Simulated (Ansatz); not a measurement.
Program: Ansatz. Geometries: PBE0-D4/def2-TZVP. ΔE: electronic, gas phase. CCSD(T)/CBS adds triple-zeta CCSD(T) − MP2 to the extrapolated MP2 energy (def2 sets, frozen cores). Functionals use def2-TZVPP. For Ge outer-core shells are correlated without core-valence functions, which leaves a few kJ/mol of doubt a bond. Scalar relativity is left out up to krypton. One conformer a species, not always the lowest.

Reaction (redistribution): `C[NH][GeH2][OH]` + `C[SiH](F)N[SiH](O)O` → `[OH][GeH2][NH][SiH](O)O` + `CN[SiH](C)F`

| species | PBE0-D4 energy (Eh) |
| --- | --- |
| `C[NH][GeH2][OH]` | -2248.94153 |
| `C[SiH](F)N[SiH](O)O` | -926.77979 |
| `[OH][GeH2][NH][SiH](O)O` | -2650.77202 |
| `CN[SiH](C)F` | -524.95460 |

(1) Work out ΔE.

Largest T1 diagnostic among the species: 0.012.

## Answers

(1) ΔE = (-2650.77202) + (-524.95460) − (-2248.94153) − (-926.77979) = -0.00530 Eh = -13.9 kJ/mol. CCSD(T)/CBS gives -12.7 kJ/mol.

In def2-TZVPP, CCSD(T) changes the Hartree–Fock value by −5.4 kJ/mol (the triples alone add −0.8 kJ/mol) and MP2 by −5.5 kJ/mol.
